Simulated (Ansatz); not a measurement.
Relaxation of ClH$_{3}$O$_{3}$Si (8 atoms, charge 0, multiplicity 1), to a largest force component of 0.02 eV/Å in at most 40 steps.

Level of theory: Ansatz, RKS PBE0-D4/6-31G.

```xyz
8
Properties=species:S:1:pos:R:3
Si 0.000 0.000 0.000
Cl 0.000 0.000 2.130
O 1.584 0.000 -0.559
H 1.901 -0.952 -0.676
O -0.791 1.371 -0.559
H -1.749 1.140 -0.782
O -0.791 -1.371 -0.559
H -1.246 -1.837 0.213
```

Where does it end, and by what steps?

The forces met the threshold. Limits of this set-up: no polarisation functions. After 14 steps the energy has fallen by 0.539 eV; H6 moved furthest, 0.98 Å.

```csv
step,energy less start (eV),largest force component (eV/Å),accepted
0,0.0000,1.980,yes
1,-0.2644,0.896,yes
2,-0.3652,0.440,yes
3,-0.4053,0.393,yes
4,-0.4149,0.380,yes
5,-0.4414,0.719,yes
6,-0.2584,3.295,no
7,-0.4734,0.254,yes
8,-0.4959,0.231,yes
9,-0.5216,0.154,yes
10,-0.5288,0.096,yes
11,-0.5111,0.371,no
12,-0.5379,0.079,yes
13,-0.5391,0.029,yes
14,-0.5393,0.009,yes
```

```xyz
8
Properties=species:S:1:pos:R:3
Si -0.134 -0.126 0.107
Cl 0.101 0.078 2.234
O 1.314 0.056 -0.730
H 1.967 -0.640 -0.878
O -1.165 1.111 -0.371
H -1.015 1.676 -1.141
O -0.697 -1.684 -0.205
H -1.462 -2.120 0.191
```

Whether the end is a true minimum wasn't checked by a vibrational analysis.

The run took 46 s on 1 thread of Arm Neoverse V2, on a shared host, peak memory 0.13 GiB.
